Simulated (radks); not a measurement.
Removal energies from the chlorine ion Cl2+, [Ne] 3s2 3p3, by Delta-SCF beside the eigenvalue of the level emptied. All-electron calculation, scalar-relativistic Kohn-Sham, PBEsol, spin-polarised, spherical densities, finite nucleus; Fermi nuclear charge, rms radius of each element as measured or else 0.836 A^(1/3) + 0.57 fm. Program: a radial shooting solver on a logarithmic mesh with Libxc functionals. Open shells are filled with parallel spins first.

| removed from | final configuration | Delta-SCF (eV) | -eigenvalue (eV) |
|---|---|---|---|
| 3p | [Ne] 3s2 3p2 | 39.566 | 33.012 |
| 3s | [Ne] 3s1 3p3 | 48.287 | 42.220 |
| 2p | [He] 2s2 2p5 3s2 3p3 | 238.75 | 218.56 |
| 2s | [He] 2s1 2p6 3s2 3p3 | 297.68 | 279.36 |
